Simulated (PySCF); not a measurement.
**Electronic structure of Fe⁻ (iron, charge -1) at the PBE0 level**

Configuration: [Ar] 3d7 4s2, high-spin 4F determinant. All numbers are calculated (PySCF 2.14, no relativity, point nucleus, in aug-cc-pVTZ (8s7p5d3f2g, 93 functions)).

```json
{"Total energy": "-1263.479 hartree", "One-electron energy": "-1753.746 hartree", "Hartree (Coulomb) energy": "545.858 hartree", "Exchange-correlation energy": "-55.591 hartree", "Kinetic energy": "1262.03359 hartree", "⟨S²⟩": "3.7954", "⟨L²⟩": "12.032", "Sum of ⟨r⟩": "26.36 bohr", "Sum of ⟨r²⟩": "70.08 bohr²", "Density at the nucleus (Gaussians lack the cusp)": "11800 bohr⁻³", "Spin density at the nucleus": "0.841 bohr⁻³", "Langevin diamagnetic susceptibility": "-55.5 ×10⁻⁶ cm³/mol"}
```

| shell | electrons | mean orbital energy (eV) | spread (eV) | rms radius, mean of both spins (bohr) |
| --- | --- | --- | --- | --- |
| 1s α | 1 | -6967.8 | 0 | 0.0684 |
| 1s β | 1 | -6967.8 | 0 | 0.0684 |
| 2s α | 1 | -811.95 | 0 | 0.293 |
| 2s β | 1 | -810.35 | 0 | 0.293 |
| 2p α | 3 | -698.27 | 0 | 0.262 |
| 2p β | 3 | -696.93 | 0 | 0.262 |
| 3s α | 1 | -88.799 | 0 | 0.885 |
| 3s β | 1 | -84.772 | 0 | 0.885 |
| 3p α | 3 | -55.172 | 0 | 0.946 |
| 3p β | 3 | -50.823 | 0 | 0.946 |
| 3d α | 5 | -1.271 | 1.053 | 1.56 |
| 4s α | 1 | 0.142 | 0 | 4.77 |
| 4s β | 1 | 0.629 | 0 | 4.77 |
| 3d β | 2 | 1.128 | 0 | 1.56 |

At PBE0 the highest occupied level has a positive energy, so only the finite basis holds that electron; in a semilocal or global hybrid functional this comes from self-interaction and does not mean that the real anion is unbound.
